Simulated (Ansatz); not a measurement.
Reaction (ligand exchange at the Si–O bond): `[OH][GeH2][O][SiH3]` + `C[O][AlH][SH]` → `C[O][AlH][S][SiH3]` + `[OH][GeH2][OH]`

Program: Ansatz. Geometries: PBE0-D4/def2-TZVP. ΔE: electronic, gas phase. CBS: MP2 limit from def2 TZ/QZ plus the TZ coupled-cluster correction, frozen cores. Functionals use def2-TZVPP. B3LYP here is the variant with VWN-RPA as its local correlation; programs differ in this. For Ge outer-core shells are correlated without core-valence functions, which leaves a few kJ/mol of doubt a bond. Scalar relativity is left out up to krypton. Each species was taken in one conformer, which may not be the lowest.

```tsv
level	ΔE (eV)
B3LYP-D4	0.48
ωB97M-V	0.46
```

Task: What does CCSD(T)/CBS give? (An estimate is asked.)

Result: Computed: +0.45 eV. The listed levels differ from it by 0.03, 0.01 eV.

Largest T1 diagnostic among the species: 0.012.

In def2-TZVPP, CCSD(T) changes the Hartree–Fock value by −0.18 eV (the triples alone add −0.03 eV) and MP2 by −0.21 eV. The D4 term adds −0.05 eV with B3LYP and −0.03 eV with PBE0; it sums over pairs of atoms, weighted by their polarisabilities, and B3LYP, whose exchange is more repulsive, gets the larger term.
